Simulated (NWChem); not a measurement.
Species: BiH$_{2}$Br; SMILES [BiH2][Br]

Computed with NWChem. Geometry: optimised at PBE0/def2-SVP. def2 effective core potentials on Bi; no spin-orbit coupling. Ions are spin-unrestricted doublets at the neutral geometry. Hybrids' shares of exact exchange are those that their runs print; pure functionals count as 0. The functionals differ in more than this share.

| row | share of exact exchange | ΔSCF ionisation energy minus −ε(HOMO) (eV) |
|---|---|---|
| PBE/def2-SVP | 0.00 | 3.14 |
| B3LYP/def2-SVP | 0.20 | 2.44 |
| PBE0/def2-SVP | 0.25 | 2.20 |
| BHandHLYP/def2-SVP | 0.50 | 1.28 |
| M06-2X/def2-SVP | 0.54 | withheld |

**Question.** Fit a straight line of the last column on the one before it, predict the withheld value, and compare with the run.

**Answer.** 
1. Means of the 4 shown rows: x = 0.237, y = 2.265. Slope Σ(x − x̄)(y − ȳ)/Σ(x − x̄)² = -0.4738/0.1269 = -3.734; intercept 3.152.
2. The shown rows scatter about the line by 0.021 (root mean square); the largest residual is +0.03, at B3LYP/def2-SVP.
3. At x = 0.54 (M06-2X/def2-SVP; beyond the shown range) the line gives 1.14.
4. The run gives 1.25, +0.11 from the line, 5.3 times the scatter. The line crosses zero at a share of 0.84, outside the shown range.
